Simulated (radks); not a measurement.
Values are calculated unless marked as measured or tabulated.
Spherical quantum dot in the effective-mass picture: electrons in a parabolic well V = omega^2 r^2 / 2 with omega = 2.33, all in effective atomic units (hartree* = m*/eps^2 hartree, bohr* = eps/m* bohr), one dielectric constant everywhere. Level of theory: non-relativistic Kohn-Sham, LDA (Slater exchange, Perdew-Wang correlation), spin-polarised, spherical densities (a radial shooting solver with Libxc functionals). Levels are named by radial order and angular momentum (1s, 1p, 1d, 2s, ...), and open shells are averaged over m.

N = 20, configuration 1s2 1p6 1d10 2s2. This is the lowest configuration that the search found. Occupied and some empty levels:

level  occupation  eigenvalue (hartree*)  <r> (bohr*)
1s              2                 18.093       0.9981
1p              6                 19.386        1.261
1d             10                 20.821        1.453
2s              2                 21.081        1.287
1f              0                 22.376        1.608
2p              0                 22.749        1.458
1g              0                 24.032        1.741

Energy (hartree*): total 273.066, kinetic 46.188, external 106.70, Hartree 134.20, exchange-correlation -14.025. Static polarisability (adiabatic kernel): 3.684 bohr*^3, against N/omega^2 = 3.684 from the generalised Kohn theorem.
